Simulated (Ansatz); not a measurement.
Reaction (formal exchange of groups at the In–I bond): `[F][In]([F])[I]` + `CC` → `[CH3][In]([F])[F]` + `CI`

Isolated molecules relaxed with PBE0-D4/def2-TZVP in Ansatz; ΔE leaves out vibrations. CBS: MP2 limit from def2 TZ/QZ plus the TZ coupled-cluster correction, frozen cores. This one scheme is used for every species. def2 core potentials past Kr. For I, In outer-core shells are correlated without core-valence functions, which leaves a few kJ/mol of doubt a bond.

| species | CCSD(T)/CBS(def2) energy (Eh) |
| --- | --- |
| `[F][In]([F])[I]` | -686.94930 |
| `CC` | -79.71954 |
| `[CH3][In]([F])[F]` | -429.32218 |
| `CI` | -337.29646 |

**Question.** Work out ΔE.

**Answer.** ΔE = (-429.32218) + (-337.29646) − (-686.94930) − (-79.71954) = 0.05020 Eh = +131.8 kJ/mol.

Largest T1 diagnostic among the species: 0.016.

In def2-TZVPP, CCSD(T) changes the Hartree–Fock value by −32.3 kJ/mol (the triples alone add −3.6 kJ/mol) and MP2 by −31.6 kJ/mol. At CCSD(T), def2-SVP lies +30.6 kJ/mol from the extrapolated value and def2-TZVPP −4.3 kJ/mol.
